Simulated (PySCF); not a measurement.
Zr(F)3(OSiH3) (F3H3OSiZr), SMILES [F][Zr]([F])([O][SiH3])[F], multiplicity 1. Heavy atoms are numbered as in [Zr:1]([F:2])([F:3])([F:4])[O:5][SiH3:6]. Hydrogens are named by the atom that carries them.

Coordinates come from a B3LYP-D3(BJ)/def2-SVP optimisation. The spin state was assumed, not searched. The structure was generated by enumeration; whether it is a known compound was not checked. The def2 effective core potentials stand for the cores of Zr; spin–orbit coupling is left out. Other conformers were not sampled.

The numbers are results of CAM-B3LYP/def2-TZVP run with PySCF, not measurements.

Atomic charges (e), one atom of each kind:

| atom | Mulliken | Löwdin |
|---|---|---|
| Zr1 | 1.84 | 0.92 |
| F2 | -0.47 | -0.26 |
| O5 | -0.67 | -0.22 |
| Si6 (SiH3) | 0.36 | 0.19 |
| H on Si6 | -0.04 | -0.04 |
